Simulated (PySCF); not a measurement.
## Single point on RbAl⁺

State: ²Π (doublet), unpaired electrons π ↑, a second solution, started from another occupation.

An equivalent input (the run itself took its basis sets from the Basis Set Exchange, started from a PBE0 density and held the occupation σ 6α 6β, πx 3α 2β, πy 2α 2β):

```python
from pyscf import gto, dft
mol = gto.M(atom='Rb 0 0 0; Al 0 0 4.101', basis={'Rb': 'def2-SVP', 'Al': 'def2-SVP'}, ecp={'Rb': 'def2-SVP'},
            charge=1, spin=1, verbose=4, symmetry='C2v')
mf = dft.UKS(mol, xc='PBE0')
mf.grids.atom_grid = (80, 434)
mf.grids.prune = dft.gen_grid.treutler_prune
mf.irrep_nelec = {'A1': (6, 6), 'B1': (3, 2), 'B2': (2, 2)}
mf.conv_tol = 1e-9
mf.max_cycle = 60
mf.diis_space = 10
mf.kernel()
```

The log (some set-up lines and the per-cycle HOMO/LUMO lines removed):

```
******** <class 'pyscf.dft.uks_symm.SymAdaptedUKS'> ********
method = SymAdaptedUKS
damping factor = 0
level_shift factor = 0
DIIS = <class 'pyscf.scf.diis.CDIIS'>
diis_start_cycle = 1
diis_space = 10
diis_damp = 0
SCF conv_tol = 1e-09
SCF conv_tol_grad = None
SCF max_cycles = 60
number electrons alpha = 11  beta = 10
Set gradient conv threshold to 3.16228e-05
init E= -266.095359393647
cycle= 1 E= -266.092563107323  delta_E= 0.0028  |g|= 0.00147  |ddm|= 0.0192
cycle= 2 E= -266.092565909044  delta_E= -2.8e-06  |g|= 0.000807  |ddm|= 0.0076
cycle= 3 E= -266.092566896824  delta_E= -9.88e-07  |g|= 6.19e-05  |ddm|= 0.00237
cycle= 4 E= -266.092566902743  delta_E= -5.92e-09  |g|= 1.67e-05  |ddm|= 0.000276
cycle= 5 E= -266.092566903817  delta_E= -1.07e-09  |g|= 8.08e-06  |ddm|= 8.15e-05
cycle= 6 E= -266.092566904273  delta_E= -4.56e-10  |g|= 3.51e-06  |ddm|= 6.03e-05
Extra cycle  E= -266.092566904342  delta_E= -6.9e-11  |g|= 2.23e-06  |ddm|= 1.56e-05
converged SCF energy = -266.092566904342  <S^2> = 0.75399091  2S+1 = 2.0039869
```

Repeating this along the bond gives Re = 4.126 Å and ωe = 40.6 cm⁻¹.

A point of this curve took 0.26 CPU seconds beside 0.054 for the integrals (shared host).

Spin–orbit coupling is left out.
